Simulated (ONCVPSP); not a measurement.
Configuration tests for bismuth (Bi) (ONCV)

ONCVPSP 4.0.1 input, shortened (lines: element, Z, core and valence counts, functional; n l f; lmax; l rc ep ncon nbas qcut; lloc lpopt rc5 dvloc0; l nproj debl; icmod fcfact rcfact), BLYP, scalar-relativistic:

```
  Bi 83.00   10    5  -106131      upf
    1    0    2.00
    2    0    2.00
    2    1    6.00
    3    0    2.00
    3    1    6.00
    3    2   10.00
    4    0    2.00
    4    1    6.00
    4    2   10.00
    4    3   14.00
    5    0    2.00
    5    1    6.00
    5    2   10.00
    6    0    2.00
    6    1    3.00
    2
    0    1.10    0.00    3    8    9.80
    1    1.60    0.00    5    8    9.90
    2    1.45    0.00    4    9    9.90
    4    5    1.00   -1.00
    0    3    3.70
    1    2    2.70
    2    3    0.75
    3    4.75    1.45
```

In the d channel the program set the typed energies aside and used -0.987, 0.250, 1.000 Ha.

Energies are relative to the spin-unpolarised reference configuration 5s2 5p6 5d10 6s2 6p3; without spin polarisation the order of configurations can differ from experiment.

```json
{"valence configuration": "5s2 5p6 5d10 6s2 6p2", "charge": "+1", "ΔE all-electron (eV)": "7.822", "error AE − PS (meV)": "-3.6"}
{"valence configuration": "5s2 5p6 5d10 6s2 6p0", "charge": "+3", "ΔE all-electron (eV)": "46.461", "error AE − PS (meV)": "-24"}
```

Problem. What are ΔE and the potential's error for 5s2 5p6 5d9 6s2 6p3?

Solution. ΔE = 33.084 eV all-electron; the error (AE − PS) is -19 meV.

Problem. What are ΔE and the potential's error for 5s2 5p6 5d10 6s2 6p1?

Solution. ΔE = 23.044 eV all-electron; the error (AE − PS) is -11 meV.

Levels in the configuration 5s2 5p6 5d10 6s2 6p2:

| level | all-electron (eV) | pseudo (eV) |
| --- | --- | --- |
| 5s | -165.773 | -165.776 |
| 5p | -103.765 | -103.768 |
| 5d | -34.948 | -34.948 |
| 6s | -22.019 | -22.018 |
| 6p | -11.375 | -11.375 |
